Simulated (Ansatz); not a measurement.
Reaction (atomization): `C=C=C[SiH2]C` → 4 C• + 8 H• + Si•

Calculated with Ansatz (gas phase, PBE0-D4/def2-TZVP geometries, no zero-point term in ΔE). CBS: MP2 limit from def2 TZ/QZ plus the TZ coupled-cluster correction, frozen cores. This one scheme is used for every species, atoms too. Functionals use def2-TZVPP. B3LYP here is the variant with VWN-RPA as its local correlation; programs differ in this. No spin–orbit coupling; open shells (•) take unrestricted orbitals. Spin–orbit coupling would lower the free atoms: a little for C, Si. One conformer a species, not always the lowest.

```csv
level,ΔE (kJ/mol),difference from CCSD(T)/CBS
PBE-D4,5214.1,107.7
r2SCAN-D4,5137.9,31.5
PBE0-D4,5144.1,37.7
B3LYP-D4,5129.9,23.5
ωB97X-V,5119.5,13.1
ωB97M-V,5129.3,22.9
B2PLYP,5071.3,-35.1
PBE,5188.0,81.6
r2SCAN,5131.1,24.7
PBE0,5121.9,15.5
B3LYP,5088.3,-18.1
HF/def2-TZVPP,3852.8,-1253.6
MP2/def2-TZVPP,5045.2,-61.2
SCS-MP2/def2-TZVPP,5032.9,-73.5
CCSD/def2-TZVPP,4920.8,-185.6
CCSD(T)/def2-TZVPP,4990.8,-115.6
HF/def2-QZVPP,3858.2,-1248.2
MP2/def2-QZVPP,5113.4,7.0
SCS-MP2/def2-QZVPP,5109.9,3.5
HF/CBS(def2),3859.1,-1247.3
MP2/CBS(def2),5160.8,54.4
CCSD/CBS(def2),5036.4,-70.0
CCSD(T)/CBS,5106.4,0
```

Largest T1 diagnostic among the species: 0.012.

From PBE to PBE0 (25 % exact exchange), in def2-TZVPP and without D4, ΔE moves by −66.1 kJ/mol: exact exchange takes away binding that semilocal exchange gives to molecules. The D4 term adds +41.7 kJ/mol with B3LYP and +22.2 kJ/mol with PBE0; it sums over pairs of atoms, weighted by their polarisabilities, and B3LYP, whose exchange is more repulsive, gets the larger term.

For atomizations the MP2-based limit and the directly extrapolated one differ by several kJ/mol either way, and by 10 to 25 for some Ge, Se and Sn compounds, so smaller differences from it don't rank the levels.
